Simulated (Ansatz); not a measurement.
CoCl2(H2O)2 (CoCl₂O₂H₄), relaxed as a doublet with UKS B3LYP-D4/def2-SVP in Ansatz, starting from the GFN2-xTB geometry. Force threshold 0.02 eV/Å.

The charge 0 doublet is spin-contaminated (final ⟨S²⟩ up to 1.25, 0.75 for a pure state). At B3LYP-D4/def2-SVP a quartet of charge 0 lies 0.84 eV below the doublet, each at its own geometry.

Start:

```xyz
9

Co   -0.0377    0.6666   -0.3214
Cl   -1.5266    1.5050   -1.4305
Cl    1.3122    2.1911   -0.3241
O     1.2453   -0.3762    0.9564
H     1.8935    0.3098    1.1757
H     1.7159   -1.0857    0.5058
O    -1.1605   -1.0946   -0.2594
H    -1.8594   -0.8890   -0.8988
H    -1.5827   -1.2271    0.5964
```

Problem. Estimate the energy that the relaxation releases and the steps that it takes.

Solution. 45.4 kJ/mol, in 9 steps; 16 s on 4 threads of AMD EPYC 9R45 on a shared host. No frequencies were taken in this run, so the end may be a saddle point.

Problem. Does the start keep its bonding and symmetry?

Solution. By distances, no bond broke or formed. The bond that changes most is Co1–Cl3, from 2.04 to 2.21 Å (atoms count from 1). Point group C2 at the start, C2 at the end, both within 0.05 Å.

Problem. Predict the relaxed structure.

Solution. 
Cartesian coordinates in Å:
```
Co -0.032 0.583 -0.281
Cl -1.809 1.503 -1.229
Cl 1.608 2.058 -0.467
O 1.205 -0.283 1.089
H 1.867 0.449 1.024
H 1.660 -1.076 0.766
O -1.126 -1.132 -0.416
H -1.855 -0.685 -0.911
H -1.517 -1.417 0.425
```
Bond lengths: 2 × Cl–Co 2.21 Å; 2 × Co–O 2.04 Å; 4 × H–O 0.97 to 0.99 Å.
